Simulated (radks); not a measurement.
The caesium ion Cs+ inside a hard spherical wall (all orbitals vanish at R), configuration held at [Xe] and not refilled when levels cross. Method: scalar-relativistic Kohn-Sham, PBEsol, spin-polarised, spherical densities, finite nucleus; Fermi nuclear charge, rms radius 4.8041 fm; computed with a radial shooting solver on a logarithmic mesh with Libxc functionals. Eigenvalues in eV for spin up, with the zero of energy where the potential of the charges vanishes at infinity; a dash marks a level that is unbound or too diffuse for the functional's potential to be trusted. A positive occupied level is held by the wall or, in an anion where self-interaction has pushed it up, behind a barrier. The pressure on the wall is -dE/dV.

R (bohr)  E (hartree)  kinetic (hartree)    e(4p)    e(4d)    e(5s)    e(5p)  e(6s, empty)  e(5d, empty)  pressure (GPa)
free       -7783.3702           8199.414  -165.85  -79.423  -31.980  -18.685             -             -               0
12         -7783.3702           8199.414  -165.85  -79.423  -31.980  -18.685        -5.511        -4.321        < 0.0001
8          -7783.3701           8199.415  -165.84  -79.419  -31.976  -18.682        -5.087        -4.151         0.00487
7          -7783.3696           8199.421  -165.82  -79.396  -31.958  -18.663        -4.461        -3.916          0.0517
6          -7783.3660           8199.460  -165.69  -79.267  -31.856  -18.559        -2.911        -3.338           0.545
5          -7783.3391           8199.692  -165.04  -78.628  -31.362  -18.028         1.167        -1.771            5.81
4          -7783.1422           8201.005  -162.23  -75.874  -29.233  -15.568        13.225         3.097            66.4
3.5        -7782.7501           8203.177  -158.55  -72.310  -26.294  -12.008        27.475         9.054             238
3          -7781.6563           8208.368  -151.66  -65.675  -20.004   -4.241        55.089        20.935             918
1.5        -7724.0541           8404.520  -49.296   38.952   183.40   225.75        612.72        289.35          182000
